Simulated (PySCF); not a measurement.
Input file for PySCF: R-HF/STO-3G on C2H7O (SMILES C[OH+]C). Charge +1.

```python
from pyscf import gto, scf, dft, mp
from pyscf.data.elements import chemcore

mol = gto.M(
    atom='''
    C    -1.27427838   -0.06492788    0.12055900
    O     0.06824245   -0.58703266   -0.26848970
    C     1.25524274    0.23276340    0.11269108
    H    -1.98814303   -0.80851846   -0.21897156
    H    -1.25428177   -0.00224752    1.20316436
    H    -1.42160497    0.90413459   -0.34936130
    H     0.09604178   -0.84816344   -1.20576089
    H     1.22906787    0.28808014    1.19556592
    H     2.12004664   -0.32400462   -0.23362428
    H     1.16966668    1.20991646   -0.35577264
    ''',
    basis='sto-3g',
    charge=1, spin=0, verbose=3, max_memory=1800)
mf = scf.RHF(mol)
mf.conv_tol = 1e-8
mf.max_cycle = 100
mf.kernel()
if not mf.converged:
    mf = mf.newton().run(mf.mo_coeff, mf.mo_occ)
```

What total energy does the run end on?

-152.5243 hartree.
